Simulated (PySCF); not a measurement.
From a computed spectrum to the compound

A species of 8 atoms with charge -1 has these harmonic modes (PBE, small Gaussian bases with core potentials, PySCF 2.14.0):

| cm⁻¹ | km/mol | symmetry |
| --- | --- | --- |
| 109 | 1.0 |  |
| 187 | 4.3 |  |
| 277 | 94.3 |  |
| 298 | 4.2 |  |
| 298 | 4.4 |  |
| 312 | 9.1 |  |
| 315 | 36.6 |  |
| 436 | 3.2 |  |
| 461 | 107.5 |  |
| 566 | 200.1 |  |
| 567 | 19.8 |  |
| 847 | 197.6 |  |
| 856 | 7.6 |  |
| 894 | 126.0 |  |
| 900 | 216.9 |  |
| 920 | 45.7 |  |
| 3696 | 14.3 |  |
| 3699 | 14.9 |  |

Which species is it, and in which structure?

[ReO3(OH)2]− (singlet):
```xyz
8

Re   -0.0065   -0.0003    0.0125
O    -0.8525   -0.0343    1.5404
O    -1.0421   -0.1943   -1.3988
O     1.7347    0.2232    0.1523
O    -0.1531    1.9657   -0.3075
H     0.6130    2.3797    0.1338
O     0.3752   -1.9578   -0.1053
H    -0.3907   -2.3605   -0.5569
```
Ideal gas at 298.15 K and 1 bar: S = 359.5 J/(mol K), Cp = 115.8 J/(mol K), H − H(0 K) = 21.9 kJ/mol (rigid rotor, harmonic modes, spin degeneracy alone). 
 This is one of several that fit.
